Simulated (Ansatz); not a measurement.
Isolated molecules relaxed with PBE0-D4/def2-TZVP in Ansatz; ΔE leaves out vibrations. CCSD(T)/CBS adds triple-zeta CCSD(T) − MP2 to the extrapolated MP2 energy (def2 sets, frozen cores). Functionals use def2-TZVPP. HSE06 is defined as in plane-wave codes. def2 core potentials past Kr. For In outer-core shells are correlated without core-valence functions, which leaves a few kJ/mol of doubt a bond. Each species was taken in one conformer, which may not be the lowest.

Reaction (redistribution): `ClB1CC1Cl` + `[CH3][In]([OH])[F]` → `OB1CC1Cl` + `[CH3][In]([F])[Cl]`

Task: Is it downhill or uphill in electronic energy at CCSD(T)/CBS, and by how much? (An estimate is asked.)

Result: Ansatz gave: Downhill: ΔE = -31.5 kcal/mol.

Task: What do these levels give: revPBE-D4, BLYP-D4, HSE06-D4, PBE, revPBE, CAM-B3LYP? (Estimate.)

Result: Computed: revPBE-D4 -30.2, BLYP-D4 -31.1, HSE06-D4 -33.4, PBE -31.2, revPBE -30.8, CAM-B3LYP -34.0 kcal/mol.

Task: What do rigid-rotor, harmonic-oscillator terms from PBE0-D4/def2-TZVP frequencies (298.15 K, 1 bar) make of the CCSD(T)/CBS value? (Best estimate.)

Result: Ansatz gave: ΔZPE = +1.4 kcal/mol, ΔH = -30.3 kcal/mol, ΔS = -8 J/(mol·K), ΔG = -29.7 kcal/mol. Modes under 50 cm⁻¹ make the entropy rough.

Largest T1 diagnostic among the species: 0.016.

From r2SCAN to r2SCAN0 (25 % exact exchange), in def2-TZVPP and without D4, ΔE moves by −1.8 kcal/mol. Leaving LDA and LC-ωPBE aside and taking each functional with its dispersion term where it has one, the values, not all of them listed here, spread over 5.6 kcal/mol, from BHLYP-D4 to revPBE-D4. LDA lies −1.3 kcal/mol from PBE without D4.
